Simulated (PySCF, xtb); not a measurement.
C₄H₆BFO, SMILES OCB(F)C#CC.

GFN2-xTB run with xtb at its own geometry gives an orbital gap of 4.01 eV and a dipole moment of 1.37 D.

The structure is a stationary point at B3LYP-D3(BJ)/def2-SVP. The structure was generated by enumeration, and PubChem lists no compound with its InChIKey, so it may never have been made. Other conformers were not sampled.

Task: What does PBE0/def2-TZVP (PySCF) give? (The exact figures need the calculation; the answer reports its results.)

Result: gap 6.51 eV (levels -7.66 and -1.15 eV), dipole 1.55 D.
